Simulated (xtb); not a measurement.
H4Ge, triplet, at the geometry of the source list (a higher spin typed on purpose: for a closed-shell molecule this is an excited state); GFN-FF (xtb 6.7.1).

Here is a job for xtb.
```
$ xtb mol.xyz --gfnff --uhf 2 --json

# file mol.xyz
5

Ge     0.00070000    -0.00520000     0.00070000
H     -0.60280000    -0.84850000    -1.05720000
H      0.55780000    -0.85190000     1.08020000
H     -1.03980000     0.88740000     0.56100000
H      1.08410000     0.81820000    -0.58470000
```

Output, abridged:

```
   ID    Z sym.   atoms
    1   32 Ge     1
    2    1 H      2-5

           -------------------------------------------------
          |                Calculation Setup                |
           -------------------------------------------------

          ==================== Thresholds ====================
          CN  :   150.00000
          rep :   500.00000
          disp:  2500.00000
          HB1 :   250.00000
          HB2 :   450.00000

          Pauling EN used:
          Z : 1  EN :  2.20
          Z :32  EN :  2.01
          electric field strengths (au): 0.000

           -------------------------------------------------
          |           Force Field Initialization            |
           -------------------------------------------------

          distances ...
          ----------------------------------------
          generating topology and atomic info file ...
          pair mat ...
          computing topology distances matrix with Floyd-Warshall algo ...
          making topology EEQ charges ...
          #fragments for EEQ constrain: 1
          ----------------------------------------
          generating topology and atomic info file ...
          pair mat ...
          computing topology distances matrix with Floyd-Warshall algo ...
          making topology EEQ charges ...
          #fragments for EEQ constrain: 1
          rings ...
          # BATM   0
          # H in HB   4

  atom   neighbors  erfCN metchar sp-hybrid imet pi  qest     coordinates
    1  Ge      4    3.47   0.01         3    0    0   0.124    0.001323   -0.009827    0.001323
    2  H       1    0.97   0.01         0    0    0  -0.031   -1.139127   -1.603433   -1.997818
    3  H       1    0.97   0.01         0    0    0  -0.031    1.054089   -1.609858    2.041282
    4  H       1    0.97   0.01         0    0    0  -0.031   -1.964937    1.676943    1.060136
    5  H       1    0.97   0.01         0    0    0  -0.031    2.048652    1.546174   -1.104923

          #atoms :   5
          #bonds :   4
          #angl  :   6
          #tors  :   0
          #nmol  :   1
          #optfrag :   1
           -------------------------------------------------
          |                   G F N - F F                   |
          |          A general generic force-field          |
          |                  Version 1.0.3                  |
           -------------------------------------------------
          Number of HB bonds (bound hydrogen)     0
          Number of HB bonds (unbound hydrogen)   0
          Number of XB bonds                      0

         :::::::::::::::::::::::::::::::::::::::::::::::::::::
         ::                     SUMMARY                     ::
         :::::::::::::::::::::::::::::::::::::::::::::::::::::
         :: total energy              -0.325965246645 Eh    ::
         :: gradient norm              0.034048187657 Eh/a0 ::
         ::.................................................::
         :: bond energy               -0.366451446248 Eh    ::
         :: angle energy               0.029672050340 Eh    ::
         :: torsion energy             0.000000000000 Eh    ::
         :: repulsion energy           0.015786004085 Eh    ::
         :: electrostat energy        -0.003979821764 Eh    ::
         :: dispersion energy         -0.000992033058 Eh    ::
         :: HB energy                  0.000000000000 Eh    ::
         :: XB energy                  0.000000000000 Eh    ::
         :: bonded atm energy          0.000000000000 Eh    ::
         :: external energy            0.000000000000 Eh    ::
         :: add. restraining           0.000000000000 Eh    ::
         :: total charge               0.000000000000 e     ::
         :::::::::::::::::::::::::::::::::::::::::::::::::::::

           -------------------------------------------------
          |                Property Printout                |
           -------------------------------------------------

molecular dipole:
                 x           y           z       tot (Debye)
 q only:        0.000      -0.002       0.000       0.004

           -------------------------------------------------
          | TOTAL ENERGY               -0.325965246645 Eh   |
          | GRADIENT NORM               0.034048187657 Eh/α |
           -------------------------------------------------
########################################################################
[WARNING] Runtime exception occurred
-1- gfnff_setup: Could not read topology file.
########################################################################

normal termination of xtb
```
